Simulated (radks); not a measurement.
Neutral iodine inside a hard spherical wall (all orbitals vanish at R), configuration held at [Kr] 4d10 5s2 5p5 and not refilled when levels cross. All-electron calculation, scalar-relativistic Kohn-Sham, r2SCAN, spin-polarised, spherical densities, finite nucleus; open shells are filled with parallel spins first (spin-orbit coupling, left out, can overturn this in heavy ions); meta-GGA in the generalised Kohn-Sham scheme; Fermi nuclear charge, rms radius 4.75 fm. Program: a radial shooting solver on a logarithmic mesh with Libxc functionals. Eigenvalues in eV for spin up, with the zero of energy where the potential of the charges vanishes at infinity; a dash marks a level that is unbound or too diffuse for the functional's potential to be trusted. A positive occupied level is held by the wall or, in an anion where self-interaction has pushed it up, behind a barrier. The pressure on the wall is -dE/dV.

| R (bohr) | E (hartree) | kinetic (hartree) | e(4p) | e(4d) | e(5s) | e(5p) | e(6s, empty) | e(5d, empty) | pressure (GPa) |
|---|---|---|---|---|---|---|---|---|---|
| free | -7117.11998 | 7470.434 | -130.81 | -51.460 | -18.389 | -7.735 | - | - | 0 |
| 15 | -7117.11998 | 7470.434 | -130.81 | -51.460 | -18.389 | -7.735 | - | - | < 0.0001 |
| 8 | -7117.11885 | 7470.446 | -130.73 | -51.389 | -18.330 | -7.679 | 1.916 | 3.254 | 0.0614 |
| 7 | -7117.11500 | 7470.480 | -130.57 | -51.222 | -18.197 | -7.546 | 3.197 | 3.943 | 0.355 |
| 6 | -7117.09787 | 7470.609 | -130.03 | -50.698 | -17.795 | -7.123 | 5.839 | 5.241 | 2.16 |
| 5 | -7117.01970 | 7471.100 | -128.44 | -49.142 | -16.629 | -5.801 | 12.012 | 8.132 | 14.4 |
| 3.5 | -7116.04162 | 7475.658 | -119.31 | -40.330 | -9.156 | 3.494 | 46.115 | 23.781 | 345 |
| 3 | -7114.58743 | 7481.403 | -111.67 | -33.068 | -1.173 | 13.542 | 78.693 | 38.881 | 1170 |
